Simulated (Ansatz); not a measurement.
Sn20H28, a nanocrystal cut from cubic tin. The state is a triplet with charge 0. Geometry PBE-D4/def2-SVP, that of the neutral singlet; atoms count from 1.

```xyz
48

Sn   -1.140    4.723   -1.871
Sn   -0.862   -2.526   -4.518
Sn    2.483   -3.748   -0.926
Sn    1.777    3.822    1.716
Sn    3.552   -0.413    2.043
Sn    0.633    0.536   -1.341
Sn   -3.806    1.165   -0.596
Sn   -2.023   -2.998   -0.060
Sn   -0.883    0.299    3.006
Sn    0.876   -3.983    3.341
Sn   -0.189    0.159   -4.018
Sn    1.124    3.297   -0.978
Sn   -3.432    3.948   -0.439
Sn    2.918   -0.974   -0.652
Sn   -2.845   -3.399   -2.729
Sn    0.261   -4.497    0.637
Sn    4.081    2.338    2.381
Sn   -0.309    3.028    3.435
Sn    1.398   -1.230    3.673
Sn   -1.528   -0.238    0.309
H    -0.882    6.436   -1.729
H    -1.380    4.385   -3.558
H    -1.381   -2.739   -6.163
H     0.561   -3.499   -4.312
H     3.889   -4.594   -0.345
H     2.261   -4.189   -2.591
H     2.094    5.525    1.926
H     4.965   -1.333    2.491
H    -4.086    0.703   -2.249
H    -5.214    0.676    0.297
H    -3.324   -3.467    1.006
H    -2.218   -0.194    4.016
H     2.255   -4.917    3.840
H    -0.453   -4.455    4.357
H     1.047    0.703   -5.112
H    -1.575    1.173   -4.291
H     2.496    3.743   -1.961
H    -4.833    4.798   -1.019
H    -3.234    4.385    1.229
H     4.251   -0.480   -1.665
H    -3.231   -5.070   -3.010
H    -4.305   -2.499   -3.006
H    -0.058   -6.199    0.424
H     5.409    2.809    1.363
H     4.555    2.658    4.023
H     0.212    3.239    5.082
H    -1.723    4.011    3.207
H     1.817   -0.917    5.338
```

In the def2 sets Sn takes a core potential; there is no spin–orbit coupling. Single mean-field runs in def2-SVP are fitted with def2-universal-jkfit. At PBE0-D4/def2-SVP a singlet of charge 0 lies 3.42 eV below the triplet at the same geometry.

**Question.** Estimate the Mulliken populations of the heavy atoms from the PBE0/def2-SVP orbitals of Ansatz.

**Answer.** 
```
atom  charge (e)  spin (α − β)
 Sn1        0.12          0.10
 Sn2        0.13          0.09
 Sn3        0.15          0.11
 Sn4        0.00          0.09
 Sn5        0.01          0.01
 Sn6       -0.10          0.32
 Sn7        0.17          0.00
 Sn8        0.06          0.06
 Sn9        0.07          0.01
Sn10        0.17          0.00
Sn11        0.14          0.20
Sn12        0.07          0.46
Sn13        0.13          0.00
Sn14        0.03          0.16
Sn15        0.15          0.00
Sn16        0.02          0.00
Sn17        0.17          0.00
Sn18        0.15          0.00
Sn19        0.02          0.00
Sn20       -0.20          0.06
```
Mulliken values depend strongly on the basis.

**Question.** Where does the spin sit?

**Answer.** Summed by element: Sn 1.68, H 0.32, of 2 unpaired in all. Largest on single atoms: Sn12 0.46, Sn6 0.32, Sn11 0.20.

**Question.** And the Mayer bond orders between heavy atoms (over 0.3)?

**Answer.** Sn1–Sn12 0.80 (2.82 Å); Sn1–Sn13 0.88 (2.81 Å); Sn2–Sn11 0.81 (2.81 Å); Sn2–Sn15 0.88 (2.81 Å); Sn3–Sn14 0.77 (2.82 Å); Sn3–Sn16 0.87 (2.82 Å); Sn4–Sn12 0.78 (2.82 Å); Sn4–Sn17 0.87 (2.82 Å); Sn4–Sn18 0.87 (2.82 Å); Sn5–Sn14 0.84 (2.83 Å); Sn5–Sn17 0.86 (2.82 Å); Sn5–Sn19 0.86 (2.82 Å); Sn6–Sn11 0.73 (2.82 Å); Sn6–Sn12 0.35 (2.83 Å); Sn6–Sn14 0.75 (2.82 Å); Sn6–Sn20 0.86 (2.83 Å); Sn7–Sn13 0.88 (2.81 Å); Sn7–Sn20 0.85 (2.83 Å); Sn8–Sn15 0.86 (2.82 Å); Sn8–Sn16 0.85 (2.82 Å); Sn8–Sn20 0.81 (2.83 Å); Sn9–Sn18 0.86 (2.82 Å); Sn9–Sn19 0.85 (2.82 Å); Sn9–Sn20 0.84 (2.82 Å); Sn10–Sn16 0.87 (2.82 Å); Sn10–Sn19 0.86 (2.82 Å).
